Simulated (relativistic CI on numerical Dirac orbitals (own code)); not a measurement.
# Hyperfine structure of Tl⁸⁺, mass number 205

Method of calculation: Dirac-Coulomb-Breit CI, orbitals from a KLI potential per configuration, QED by a radiative potential, unscaled Slater integrals (own radial code, finite nucleus).

CI space (outside the closed core [Kr] 4d10 4f14): 5s²5p⁶5d⁵, 5s²5p⁶5d⁴6s, 5s²5p⁶5d⁴5f, 5s²5p⁵5d⁶, 5s²5p⁶5d⁴6p, 5s²5p⁶5d³6s6p, 5s²5p⁶5d³5f6s, 5s5p⁶5d⁶, 5s²5p⁶5d⁴7s, 5s²5p⁶5d³6s², 5s²5p⁶5d²5f6s², 5s²5p⁶5d²6s²6p, 5s²5p⁶5d²6s²7s, 5p⁶5d⁷, 5p⁵5d⁸. Double excitations out of closed p, d and f shells are left out; levels of such configurations are missing from the list, as are those of other unlisted configurations, and high levels can miss mixing partners.

Nuclear spin I = 1/2, μ = 1.632 μN (tables of Stone and Pyykkö). The electronic factors are computed for point nuclear moments, without core polarisation or the Bohr-Weisskopf and QED corrections.

| Level | E (cm⁻¹) | A (MHz) |
| --- | --- | --- |
| 5s²5p⁶5d⁵ ⁴G7/2 | 34354.3 | 5882 |
| 5s²5p⁶5d⁵ ⁴G11/2 | 36879.4 | 6893 |
| 5s²5p⁶5d⁵ ⁴G9/2 | 39391.2 | 6232 |
| 5s²5p⁶5d⁵ ⁴P1/2 | 41692.9 | -1259 |
| 5s²5p⁶5d⁵ ²I11/2 | 56257.7 | 7329 |
| 5s²5p⁶5d⁵ ⁴D1/2 | 57274.7 | 14600 |

Levels with J = 0, under 50 % of one LS term, or S terms without an open s electron are left out. Small factors come from cancelling terms and can be off by tens of per cent or more.

At this charge configurations can still be misplaced by up to about 7 % of their energy. Terms inside the open d or f shell come out 10 to 20 % too wide with unscaled integrals. Levels and lines within the n = 5 or 6 shells can be off by up to 10 % or somewhat more, and those that change n by about 2 %, since core polarisation is missing.

(1) Give the hyperfine levels of 5s²5p⁶5d⁵ ⁴G7/2 relative to its centre of gravity.

## Answers

(1) With K = F(F + 1) − I(I + 1) − J(J + 1), E = AK/2: F = 3: -13230, F = 4: 10290 MHz.

LS names give the leading component of a level, which can be under half, so a name can repeat, a term be missing and a line seem to break the LS rules.
